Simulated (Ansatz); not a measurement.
Consider the substitution at a C–C bond: `C[CH2][Sn][NH2]` + `[SeH][InH2]` → `C[Se][InH2]` + `[CH3][Sn][NH2]`.

Program: Ansatz. Geometries: PBE0-D4/def2-TZVP. ΔE: electronic, gas phase. CCSD(T)/CBS adds triple-zeta CCSD(T) − MP2 to the extrapolated MP2 energy (def2 sets, frozen cores). DFT in def2-TZVPP. def2 core potentials past Kr. For In, Se, Sn outer-core shells are correlated without core-valence functions, which leaves a few kJ/mol of doubt a bond. Scalar relativity is left out up to krypton. Each species was taken in one conformer, which may not be the lowest.

```
  level  ΔE (kJ/mol)
ωB97M-V         -0.5
 r2SCAN         -2.2
```

Q: What does CCSD(T)/CBS give? (Estimate.)

A: Computed: -1.4 kJ/mol. The listed levels differ from it by 0.9, -0.8 kJ/mol.

Largest T1 diagnostic among the species: 0.016.

At CCSD(T), def2-SVP lies +19.6 kJ/mol from the extrapolated value and def2-TZVPP +1.2 kJ/mol. From BLYP to BHLYP (50 % exact exchange), in def2-TZVPP and without D4, ΔE moves by +5.7 kJ/mol.
